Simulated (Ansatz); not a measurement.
Stepwise reaction of `F[SiH]([SiH3])[SiH3]` with hydrogen fluoride, as a gas-phase model of exchange steps in deposition or etching. ΔE in kJ/mol; ΔG adds harmonic PBE0-D4 terms to CCSD(T)/CBS, at 1 bar.

Isolated molecules relaxed with PBE0-D4/def2-TZVP in Ansatz; ΔE leaves out vibrations. CCSD(T)/CBS is the MP2 limit (def2-TZVPP, def2-QZVPP) plus CCSD(T) − MP2 in def2-TZVPP, frozen cores. This one scheme is used for every species. DFT in def2-TZVPP. B3LYP here is the variant with VWN-RPA as its local correlation; programs differ in this.

| step | reaction | PBE-D4 | B3LYP-D4 | ωB97M-V | CCSD(T)/CBS | ΔG(600 K) |
| --- | --- | --- | --- | --- | --- | --- |
| 2 | `F[SiH](F)[SiH3]` + H–F → `F[SiH](F)F` + SiH₄ | -147.6 | -170.2 | -177.1 | -171.7 | -159.3 |

Q: Give the row of step 1, `F[SiH]([SiH3])[SiH3]` + H–F → `F[SiH](F)[SiH3]` + SiH₄. (Best estimate.)

A: Ansatz gave: 
| step | reaction | PBE-D4 | B3LYP-D4 | ωB97M-V | CCSD(T)/CBS | ΔG(600 K) |
| --- | --- | --- | --- | --- | --- | --- |
| 1 | `F[SiH]([SiH3])[SiH3]` + H–F → `F[SiH](F)[SiH3]` + SiH₄ | -127.3 | -150.9 | -156.2 | -148.1 | -142.4 |

Q: By hand: ΔE of the 2 steps together at CCSD(T)/CBS.

A: (-148.1) + (-171.7) = -319.8 kJ/mol, or -159.9 kJ/mol a step.

In ΔE each step is lower than the one before. All are downhill at CCSD(T)/CBS. ΔG lies between -159.3 and -142.4 kJ/mol a step. PBE-D4 differs from CCSD(T)/CBS by 20.8 to 24.1 kJ/mol a step. Isolated molecules leave out the surface, adducts and barriers. Largest T1 diagnostic: 0.013.
